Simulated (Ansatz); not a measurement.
Consider the isomerisation: `CSS[SiH2]O` → `SCO[SiH2]S`.

Calculated with Ansatz (gas phase, PBE0-D4/def2-TZVP geometries, no zero-point term in ΔE). CCSD(T)/CBS is the MP2 limit (def2-TZVPP, def2-QZVPP) plus CCSD(T) − MP2 in def2-TZVPP, frozen cores. DFT in def2-TZVPP. Each species was taken in one conformer, which may not be the lowest.

(1) Is it downhill or uphill in electronic energy at CCSD(T)/CBS, and by how much? (An estimate is asked.)

(2) What do these levels give: PBE-D4, ωB97X-V, ωB97M-V, r2SCAN, MP2/def2-TZVPP, CCSD(T)/def2-TZVPP? (Best estimate.)

Largest T1 diagnostic among the species: 0.012.

## Answers

(1) The calculation gave: Uphill: ΔE = +60.1 kJ/mol.

(2) The calculation gave: PBE-D4 63.8, ωB97X-V 51.5, ωB97M-V 56.8, r2SCAN 60.7, MP2/def2-TZVPP 59.6, CCSD(T)/def2-TZVPP 50.8 kJ/mol.

In def2-TZVPP, CCSD(T) changes the Hartree–Fock value by +7.4 kJ/mol (the triples alone add +2.6 kJ/mol) and MP2 by +16.3 kJ/mol.
